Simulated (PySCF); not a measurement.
Vertical excitations of a molecule C₄H₆Ge from TDA-ωB97X/def2-SVPD (PySCF 2.14.0), as energy in eV (oscillator strength): 5.28 (0.000), 5.82 (0.196), 6.27 (0.000), 7.08 (0.002), 7.30 (0.005), 7.65 (0.470), 7.85 (0.004), 8.13 (0.001), 8.23 (0.049), 8.27 (0.028). Lowest triplet (TDA): 3.48 eV. Geometry: PBE0-D3(BJ)/def2-SVP. The values are those of a single conformer.

Task: Pick the molecule that these values belong to.
(A) C1=[CH][GeH2][CH]=C1
(B) C#C/C=[CH]/[GeH3]
(C) C#C[C](=C)[GeH3]

Result: C, C#C[C](=C)[GeH3]
